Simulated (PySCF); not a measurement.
## Calculated data, BH₄Si

All values are calculated (PySCF 2.14.0). Calculation on a computer-drawn molecule: vertical ionisation energy to the stated ion spin, frozen-core CCSD(T) at the basis limit and cheaper methods, single-reference cases, UHF for radicals, no spin-orbit; all values are single points at the evaluated structure, the first of each entry, which is the reference or a displaced copy of it and isn't optimised; the reference structure only sets the zero of the energies above reference; triples share is (T) over the correlation energy.

Common to all runs: charge 0; multiplicity 2; ion multiplicity 1; diffuse functions no; basis cc-pV(n+d)Z; reference is the Hartree-Fock double-zeta minimum; best is HF at quadruple zeta + MP2 correlation extrapolated from triple and quadruple zeta + CCSD(T) minus MP2 at triple zeta; basis step is the size of the change from the same recipe one zeta lower.

(1) BH₄Si

Evaluated structure:
```xyz
6
BH4Si
B      0.3980     1.4245    -0.8572
Si    -0.4854     1.2423    -2.5345
H      1.0444     2.4699    -0.5403
H      0.6214     0.6399     0.0837
H     -0.5355     2.4549    -3.4150
H     -1.3592     0.2634    -2.9057
```

Reference structure:
```xyz
6
BH4Si
B      0.4462     1.5611    -0.7666
Si    -0.5326     1.3831    -2.4426
H      1.0906     2.5478    -0.5507
H      0.4040     0.6841     0.0484
H     -0.5437     2.4050    -3.5076
H     -1.3536     0.2101    -2.8014
```

It finds ionisation energy best 8.606 eV; ionisation energy basis step 0.02557 eV; energy above reference best 9.187 kcal/mol; energy above reference basis step 0.09923 kcal/mol; total energy HF triple zeta -315.8839 hartree; total energy CCSD(T) triple zeta -316.1454 hartree; total energy best -316.1749 hartree; T1 diagnostic at triple zeta 0.01656; D1 diagnostic at triple zeta 0.05523; spin squared at triple zeta 0.7646; ion T1 diagnostic at triple zeta 0.009542; ion D1 diagnostic at triple zeta 0.01812; triples share at triple zeta 0.032; basis functions triple zeta 125; dipole magnitude HF at triple zeta 1.228 debye; dipole magnitude CCSD unrelaxed at triple zeta 1.379 debye; dipole magnitude PBE at triple zeta 1.472 debye; dipole magnitude r2SCAN at triple zeta 1.403 debye; dipole magnitude B3LYP at triple zeta 1.46 debye; dipole magnitude wB97X at triple zeta 1.387 debye.

Drawn bonds:
```csv
atom,other atom,order
1,2,1
1,3,1
1,4,1
2,5,1
2,6,1
```

Triple zeta:
```csv
method,ionisation energy (eV),energy above reference (kcal/mol)
HF,7.888,9.521
PBE,8.848,9.029
r2SCAN,8.94,9.001
B3LYP,8.721,9.124
wB97X,8.546,8.922
MP2,8.487,9.37
CCSD,8.493,9.195
CCSD(T),8.562,9.215
```

(2) BH₄Si

Evaluated structure:
```xyz
6
BH4Si
B      0.4884     1.5436    -0.8264
Si    -0.4887     1.4930    -2.4465
H      1.0672     2.5606    -0.6235
H      0.4263     0.6601     0.0150
H     -0.6196     2.4546    -3.5925
H     -1.4065     0.2678    -2.8020
```

Reference structure:
```xyz
6
BH4Si
B      0.4462     1.5611    -0.7666
Si    -0.5326     1.3831    -2.4426
H      1.0906     2.5478    -0.5507
H      0.4040     0.6841     0.0484
H     -0.5437     2.4050    -3.5076
H     -1.3536     0.2101    -2.8014
```

It finds ionisation energy best 8.589 eV; ionisation energy basis step 0.02452 eV; energy above reference best 3.458 kcal/mol; energy above reference basis step 0.06398 kcal/mol; total energy HF triple zeta -315.8918 hartree; total energy CCSD(T) triple zeta -316.1545 hartree; total energy best -316.1841 hartree; T1 diagnostic at triple zeta 0.0159; D1 diagnostic at triple zeta 0.04784; spin squared at triple zeta 0.7641; ion T1 diagnostic at triple zeta 0.009529; ion D1 diagnostic at triple zeta 0.01795; triples share at triple zeta 0.03272; basis functions triple zeta 125; dipole magnitude HF at triple zeta 0.7348 debye; dipole magnitude CCSD unrelaxed at triple zeta 0.9247 debye; dipole magnitude PBE at triple zeta 1.008 debye; dipole magnitude r2SCAN at triple zeta 0.9402 debye; dipole magnitude B3LYP at triple zeta 0.9704 debye; dipole magnitude wB97X at triple zeta 0.9372 debye.

Drawn bonds:
```csv
atom,other atom,order
1,2,1
1,3,1
1,4,1
2,5,1
2,6,1
```

Triple zeta:
```csv
method,ionisation energy (eV),energy above reference (kcal/mol)
HF,7.844,4.55
PBE,8.839,2.434
r2SCAN,8.928,3.016
B3LYP,8.702,3.251
wB97X,8.532,3.206
MP2,8.474,3.73
CCSD,8.472,3.587
CCSD(T),8.545,3.464
```

(3) BH₄Si

Evaluated structure:
```xyz
6
BH4Si
B      0.4029     1.5781    -0.7650
Si    -0.5650     1.3745    -2.5281
H      1.1211     2.5818    -0.5762
H      0.4297     0.7374     0.0602
H     -0.4932     2.4058    -3.5339
H     -1.3919     0.2580    -2.7849
```

Reference structure:
```xyz
6
BH4Si
B      0.4462     1.5611    -0.7666
Si    -0.5326     1.3831    -2.4426
H      1.0906     2.5478    -0.5507
H      0.4040     0.6841     0.0484
H     -0.5437     2.4050    -3.5076
H     -1.3536     0.2101    -2.8014
```

It finds ionisation energy best 8.281 eV; ionisation energy basis step 0.02663 eV; energy above reference best 4.284 kcal/mol; energy above reference basis step 0.08222 kcal/mol; total energy HF triple zeta -315.8932 hartree; total energy CCSD(T) triple zeta -316.1534 hartree; total energy best -316.1827 hartree; T1 diagnostic at triple zeta 0.01745; D1 diagnostic at triple zeta 0.06039; spin squared at triple zeta 0.7653; ion T1 diagnostic at triple zeta 0.008868; ion D1 diagnostic at triple zeta 0.01633; triples share at triple zeta 0.0321; basis functions triple zeta 125; dipole magnitude HF at triple zeta 0.8278 debye; dipole magnitude CCSD unrelaxed at triple zeta 1.097 debye; dipole magnitude PBE at triple zeta 1.299 debye; dipole magnitude r2SCAN at triple zeta 1.179 debye; dipole magnitude B3LYP at triple zeta 1.232 debye; dipole magnitude wB97X at triple zeta 1.092 debye.

Drawn bonds:
```csv
atom,other atom,order
1,2,1
1,3,1
1,4,1
2,5,1
2,6,1
```

Triple zeta:
```csv
method,ionisation energy (eV),energy above reference (kcal/mol)
HF,7.529,3.658
PBE,8.538,4.694
r2SCAN,8.62,4.525
B3LYP,8.396,4.408
wB97X,8.208,4.521
MP2,8.147,4.275
CCSD,8.161,4.173
CCSD(T),8.234,4.204
```

(4) BH₄Si

Evaluated structure:
```xyz
6
BH4Si
B      0.5005     1.5944    -0.8246
Si    -0.5281     1.2906    -2.4349
H      1.0977     2.4992    -0.5093
H      0.4566     0.6474     0.0434
H     -0.4479     2.2896    -3.2864
H     -1.2948     0.1655    -2.8189
```

Reference structure:
```xyz
6
BH4Si
B      0.4462     1.5611    -0.7666
Si    -0.5326     1.3831    -2.4426
H      1.0906     2.5478    -0.5507
H      0.4040     0.6841     0.0484
H     -0.5437     2.4050    -3.5076
H     -1.3536     0.2101    -2.8014
```

Results for BH₄Si: ionisation energy best 8.436 eV; ionisation energy basis step 0.02814 eV; energy above reference best 14.05 kcal/mol; energy above reference basis step 0.09817 kcal/mol; total energy HF triple zeta -315.8766 hartree; total energy CCSD(T) triple zeta -316.1374 hartree; total energy best -316.1672 hartree; T1 diagnostic at triple zeta 0.01579; D1 diagnostic at triple zeta 0.05019; spin squared at triple zeta 0.7637; ion T1 diagnostic at triple zeta 0.008834; ion D1 diagnostic at triple zeta 0.01664; triples share at triple zeta 0.03147; basis functions triple zeta 125; dipole magnitude HF at triple zeta 1.188 debye; dipole magnitude CCSD unrelaxed at triple zeta 1.365 debye; dipole magnitude PBE at triple zeta 1.487 debye; dipole magnitude r2SCAN at triple zeta 1.401 debye; dipole magnitude B3LYP at triple zeta 1.459 debye; dipole magnitude wB97X at triple zeta 1.381 debye.

Drawn bonds:
```csv
atom,other atom,order
1,2,1
1,3,1
1,4,1
2,5,1
2,6,1
```

Triple zeta:
```csv
method,ionisation energy (eV),energy above reference (kcal/mol)
HF,7.679,14.11
PBE,8.703,15.23
r2SCAN,8.78,14.4
B3LYP,8.56,13.98
wB97X,8.371,14.15
MP2,8.312,13.79
CCSD,8.317,14.07
CCSD(T),8.388,14.19
```

(5) BH₄Si

Evaluated structure:
```xyz
6
BH4Si
B      0.4423     1.5646    -0.7703
Si    -0.5409     1.4075    -2.4688
H      1.1003     2.5550    -0.5457
H      0.4241     0.6954     0.0377
H     -0.5631     2.4218    -3.5282
H     -1.3677     0.2156    -2.8100
```

Reference structure:
```xyz
6
BH4Si
B      0.4462     1.5611    -0.7666
Si    -0.5326     1.3831    -2.4426
H      1.0906     2.5478    -0.5507
H      0.4040     0.6841     0.0484
H     -0.5437     2.4050    -3.5076
H     -1.3536     0.2101    -2.8014
```

It finds ionisation energy best 8.391 eV; ionisation energy basis step 0.02579 eV; energy above reference best 0.4557 kcal/mol; energy above reference basis step 0.02504 kcal/mol; total energy HF triple zeta -315.8985 hartree; total energy CCSD(T) triple zeta -316.1594 hartree; total energy best -316.1888 hartree; T1 diagnostic at triple zeta 0.01671; D1 diagnostic at triple zeta 0.05511; spin squared at triple zeta 0.7648; ion T1 diagnostic at triple zeta 0.009042; ion D1 diagnostic at triple zeta 0.01683; triples share at triple zeta 0.03226; basis functions triple zeta 125; dipole magnitude HF at triple zeta 0.7022 debye; dipole magnitude CCSD unrelaxed at triple zeta 0.9686 debye; dipole magnitude PBE at triple zeta 1.129 debye; dipole magnitude r2SCAN at triple zeta 1.024 debye; dipole magnitude B3LYP at triple zeta 1.068 debye; dipole magnitude wB97X at triple zeta 0.9704 debye.

Drawn bonds:
```csv
atom,other atom,order
1,2,1
1,3,1
1,4,1
2,5,1
2,6,1
```

Triple zeta:
```csv
method,ionisation energy (eV),energy above reference (kcal/mol)
HF,7.639,0.3298
PBE,8.647,0.3903
r2SCAN,8.73,0.4513
B3LYP,8.506,0.4619
wB97X,8.324,0.507
MP2,8.264,0.4951
CCSD,8.272,0.4219
CCSD(T),8.345,0.4114
```

(6) BH₄Si

Evaluated structure:
```xyz
6
BH4Si
B      0.4221     1.5240    -0.7487
Si    -0.8096     1.3240    -2.9538
H      1.1641     2.5271    -0.5068
H      0.4177     0.6412     0.0702
H     -0.8358     2.3500    -3.9670
H     -1.6671     0.1698    -3.2342
```

Reference structure:
```xyz
6
BH4Si
B      0.4462     1.5611    -0.7666
Si    -0.5326     1.3831    -2.4426
H      1.0906     2.5478    -0.5507
H      0.4040     0.6841     0.0484
H     -0.5437     2.4050    -3.5076
H     -1.3536     0.2101    -2.8014
```

Results for BH₄Si: ionisation energy best 7.637 eV; ionisation energy basis step 0.02861 eV; energy above reference best 37.07 kcal/mol; energy above reference basis step 0.337 kcal/mol; total energy HF triple zeta -315.8426 hartree; total energy CCSD(T) triple zeta -316.1023 hartree; total energy best -316.1305 hartree; T1 diagnostic at triple zeta 0.03071; D1 diagnostic at triple zeta 0.09397; spin squared at triple zeta 0.8146; ion T1 diagnostic at triple zeta 0.01011; ion D1 diagnostic at triple zeta 0.02095; triples share at triple zeta 0.0351; basis functions triple zeta 125; dipole magnitude HF at triple zeta 0.7008 debye; dipole magnitude CCSD unrelaxed at triple zeta 0.1735 debye; dipole magnitude PBE at triple zeta 0.4249 debye; dipole magnitude r2SCAN at triple zeta 0.1106 debye; dipole magnitude B3LYP at triple zeta 0.1505 debye; dipole magnitude wB97X at triple zeta 0.3534 debye.

Drawn bonds:
```csv
atom,other atom,order
1,2,1
1,3,1
1,4,1
2,5,1
2,6,1
```

Triple zeta:
```csv
method,ionisation energy (eV),energy above reference (kcal/mol)
HF,6.923,35.43
PBE,7.854,35.02
r2SCAN,7.943,36.73
B3LYP,7.707,36.41
wB97X,7.528,38.57
MP2,7.429,39.4
CCSD,7.518,36.69
CCSD(T),7.593,36.24
```

(7) BH₄Si

Evaluated structure:
```xyz
6
BH4Si
B      0.4078     1.6000    -0.7215
Si    -0.4471     1.4559    -2.3348
H      1.1187     2.4478    -0.6240
H      0.3973     0.5320     0.1230
H     -0.5561     2.4553    -3.5142
H     -1.3955     0.3013    -2.7086
```

Reference structure:
```xyz
6
BH4Si
B      0.4462     1.5611    -0.7666
Si    -0.5326     1.3831    -2.4426
H      1.0906     2.5478    -0.5507
H      0.4040     0.6841     0.0484
H     -0.5437     2.4050    -3.5076
H     -1.3536     0.2101    -2.8014
```

It finds ionisation energy best 8.769 eV; ionisation energy basis step 0.02419 eV; energy above reference best 13.54 kcal/mol; energy above reference basis step 0.2313 kcal/mol; total energy HF triple zeta -315.8742 hartree; total energy CCSD(T) triple zeta -316.1382 hartree; total energy best -316.1680 hartree; T1 diagnostic at triple zeta 0.01544; D1 diagnostic at triple zeta 0.04417; spin squared at triple zeta 0.7635; ion T1 diagnostic at triple zeta 0.009921; ion D1 diagnostic at triple zeta 0.01941; triples share at triple zeta 0.03291; basis functions triple zeta 125; dipole magnitude HF at triple zeta 0.9158 debye; dipole magnitude CCSD unrelaxed at triple zeta 1.03 debye; dipole magnitude PBE at triple zeta 1.056 debye; dipole magnitude r2SCAN at triple zeta 1.021 debye; dipole magnitude B3LYP at triple zeta 1.046 debye; dipole magnitude wB97X at triple zeta 1.052 debye.

Drawn bonds:
```csv
atom,other atom,order
1,2,1
1,3,1
1,4,1
2,5,1
2,6,1
```

Triple zeta:
```csv
method,ionisation energy (eV),energy above reference (kcal/mol)
HF,8.038,15.63
PBE,9.016,12.06
r2SCAN,9.11,12.88
B3LYP,8.884,13.16
wB97X,8.72,13.18
MP2,8.664,14.14
CCSD,8.654,13.89
CCSD(T),8.725,13.71
```

(8) BH₄Si

Evaluated structure:
```xyz
6
BH4Si
B      0.4078     1.6000    -0.7215
Si    -0.4336     1.4582    -2.3093
H      1.1187     2.4478    -0.6240
H      0.3973     0.5320     0.1230
H     -0.5426     2.4576    -3.4887
H     -1.3820     0.3036    -2.6831
```

Reference structure:
```xyz
6
BH4Si
B      0.4462     1.5611    -0.7666
Si    -0.5326     1.3831    -2.4426
H      1.0906     2.5478    -0.5507
H      0.4040     0.6841     0.0484
H     -0.5437     2.4050    -3.5076
H     -1.3536     0.2101    -2.8014
```

Results for BH₄Si: ionisation energy best 8.842 eV; ionisation energy basis step 0.02397 eV; energy above reference best 15.11 kcal/mol; energy above reference basis step 0.2845 kcal/mol; total energy HF triple zeta -315.8713 hartree; total energy CCSD(T) triple zeta -316.1356 hartree; total energy best -316.1655 hartree; T1 diagnostic at triple zeta 0.01502; D1 diagnostic at triple zeta 0.04116; spin squared at triple zeta 0.7632; ion T1 diagnostic at triple zeta 0.009932; ion D1 diagnostic at triple zeta 0.01943; triples share at triple zeta 0.0328; basis functions triple zeta 125; dipole magnitude HF at triple zeta 0.9714 debye; dipole magnitude CCSD unrelaxed at triple zeta 1.062 debye; dipole magnitude PBE at triple zeta 1.067 debye; dipole magnitude r2SCAN at triple zeta 1.04 debye; dipole magnitude B3LYP at triple zeta 1.065 debye; dipole magnitude wB97X at triple zeta 1.084 debye.

Drawn bonds:
```csv
atom,other atom,order
1,2,1
1,3,1
1,4,1
2,5,1
2,6,1
```

Triple zeta:
```csv
method,ionisation energy (eV),energy above reference (kcal/mol)
HF,8.113,17.44
PBE,9.088,13.63
r2SCAN,9.183,14.4
B3LYP,8.957,14.67
wB97X,8.796,14.63
MP2,8.741,15.71
CCSD,8.727,15.53
CCSD(T),8.798,15.36
```
